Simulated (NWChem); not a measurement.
# Correlation energy of HO$_{3}$S

```
S
O 1 1.4847
O 1 1.4944 2 123.19
O 1 1.6895 2 104.87 3 123.15
H 4 0.9841 1 105.60 2 -161.36
```
Charge 0, spin multiplicity 2.

Program: NWChem. The geometry was optimised at UPBE/def2-SVP, a minimum by its harmonic frequencies. It is one conformer; others weren't searched.

Basis set: def2-SVP. Each correlation energy counts from its own Hartree-Fock reference.

The correlated methods keep 8 core orbitals frozen. The structure started from a generated list of species. The stability of the SCF solutions was not checked. Open-shell Hartree-Fock references start from PBE0 orbitals. Coupled-cluster values serve here as a point of comparison, not as the truth.

Question: Order these methods by the correlation energy they give, lowest first: SCS-UMP2, CCSD[T] on ROHF, UMP2, CCSD on ROHF.

Answer: CCSD[T] on ROHF (-746.9 mHa), CCSD on ROHF (-717.2 mHa), UMP2 (-701.3 mHa), SCS-UMP2 (-671.2 mHa)
